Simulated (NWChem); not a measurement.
Species: CH4GeO2; SMILES C(=O)[O][GeH3]

```xyz
8

O      0.8690     1.8597     0.0000
C     -0.3384     1.7504     0.0000
O     -1.0046     0.5982     0.0000
Ge     0.1006    -0.9044     0.0000
H     -1.0297     2.6084     0.0000
H      0.9437    -0.9058    -1.2873
H      0.9437    -0.9058     1.2873
H     -0.9621    -2.0206     0.0000
```
Atoms are numbered in this order, from 1.

Program: NWChem. Structure relaxed at the B3LYP/6-31G* (spherical d) level.

Task: Predict the results for CAM-B3LYP/def2-TZVP. Quantities: highest occupied level (eV); orbital gap (eV); dipole (D).

Result: The highest occupied level (eV) is -9.83. The orbital gap (eV) is 10.74 and the dipole (D) comes out as 1.85.
